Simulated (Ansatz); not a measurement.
CH4BClO2 (`COB(O)Cl`), relaxed with RKS PBE0-D4/def2-TZVP in Ansatz 0.2.0 from a GFN2-xTB geometry. The force threshold is 0.005 eV/Å; the program also tests the step.

Charge 0, multiplicity 1.

Start:

```xyz
9

C     0.953   -0.331   -0.944
O    -0.348   -0.155   -0.413
B    -0.621    0.293    0.823
O    -1.891    0.418    1.240
Cl    0.632    0.748    1.951
H     0.840   -0.462   -2.019
H     1.417   -1.217   -0.508
H     1.580    0.538   -0.734
H    -2.563    0.168    0.604
```

Problem. By how much does the energy fall, and how many steps does the optimiser take? (Estimate.)

Solution. Computed: 2.08 kJ/mol, in 13 steps, 1 of them rejected.

Problem. Which bonds change most? (An estimate is asked.)

Solution. The calculation gave: B3–Cl5 from 1.745 to 1.770 Å; B3–O4 from 1.343 to 1.352 Å; O2–B3 from 1.343 to 1.350 Å; O4–H9 from 0.958 to 0.962 Å.

Problem. Give the relaxed structure. (An estimate is asked.)

Solution. Ansatz gave: 
```xyz
9

C     0.940   -0.305   -0.944
O    -0.367   -0.118   -0.436
B    -0.628    0.263    0.833
O    -1.903    0.423    1.254
Cl    0.664    0.571    2.003
H     0.842   -0.606   -1.986
H     1.468   -1.083   -0.389
H     1.518    0.621   -0.887
H    -2.533    0.234    0.552
```
